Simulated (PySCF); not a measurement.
## Sb²⁺: ionisation energy

Sb²⁺ [Kr] 4d10 5s2 5p1 (2P) → Sb³⁺ [Kr] 4d10 5s2 (1S), as a difference of total energies. Calculation: PySCF 2.14, in aug-cc-pVQZ-DK3 (9s8p6d3f2g, 102 functions); scalar relativity by spin-free X2C-1e. Correlated levels: valence: [Kr] 4d10 frozen. The calculations carry no spin-orbit coupling.

| method | ionisation energy (eV) |
| --- | --- |
| UHF | 24.145 |
| MP2 (valence) | 24.395 |
| SCS-MP2 (valence) | 24.389 |
| CCSD (valence) | 24.454 |
| CCSD(T) (valence) | 24.472 |

Q: How much does correlation contribute at CCSD(T) (valence)?

A: 24.472 − (24.145) = 0.327 eV, measured against UHF.

A first-order spin-orbit estimate (lowest level to lowest level, LS coupling) adds 0.487 eV.

Errors of the correlated levels include the incompleteness of this basis and the frozen core.

For comparison: 25.323 eV (measured; NIST Atomic Spectra Database, ionization energies).
